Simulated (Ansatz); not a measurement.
Relaxation of a periodic cell of 17 atoms, Si (host Si, host structure diamond, interstitial Si), to a largest force component of 0.03 eV/Å in at most 60 steps.

Theory: Ansatz 0.2.0, DFT PBE-D3(BJ), scalar-relativistic, plane waves, PAW. Settings: PAW set soft_1, cutoff 420 eV, k mesh 2x2x2, gaussian smearing 0.05 eV, no spin polarisation.

```xyz
17
Lattice="0.0000 5.4300 5.4300 5.4300 0.0000 5.4300 5.4300 5.4300 0.0000" Properties=species:S:1:pos:R:3
Si 0.000 0.000 0.000
Si 1.357 1.357 1.357
Si 2.715 2.715 0.000
Si 4.072 4.072 1.357
Si 2.715 0.000 2.715
Si 4.072 1.357 4.072
Si 5.430 2.715 2.715
Si 6.787 4.072 4.072
Si 0.000 2.715 2.715
Si 1.357 4.072 4.072
Si 2.715 5.430 2.715
Si 4.072 6.787 4.072
Si 2.715 2.715 5.430
Si 4.072 4.072 6.787
Si 5.430 5.430 5.430
Si 6.787 6.787 6.787
Si 4.091 6.783 6.814
```

Where does it end, and by what steps?

The forces met the threshold. The force dipped under the threshold on the way, but the program's further checks kept it going. After 3 steps the energy has fallen by 0.124 eV; Si7 moved furthest, 0.04 Å.

```
step  energy less start (eV)  largest force component (eV/Å)  accepted
   0                  0.0000                           0.613       yes
   1                 -0.1115                           0.203       yes
   2                 -0.1245                           0.016       yes
   3                 -0.1245                           0.016       yes
```

```xyz
17
Lattice="0.0000 5.4300 5.4300 5.4300 0.0000 5.4300 5.4300 5.4300 0.0000" Properties=species:S:1:pos:R:3
Si 0.005 -0.005 -0.003
Si 1.325 1.356 1.359
Si 2.695 2.735 -0.020
Si 4.075 4.105 1.360
Si 2.692 -0.024 2.740
Si 4.073 1.358 4.107
Si 5.456 2.740 2.742
Si 6.791 4.071 4.078
Si 0.004 2.718 2.719
Si 1.357 4.073 4.072
Si 2.712 5.426 2.720
Si 4.074 6.786 4.040
Si 2.710 2.721 5.426
Si 4.072 4.040 6.788
Si 5.454 5.407 5.408
Si 6.821 6.789 6.788
Si 4.076 6.787 6.793
```

Time of the run: 14 s on 1 thread of Intel(R) Xeon(R) Platinum 8488C (Sapphire Rapids), with other jobs on the host, peak memory 0.57 GiB.
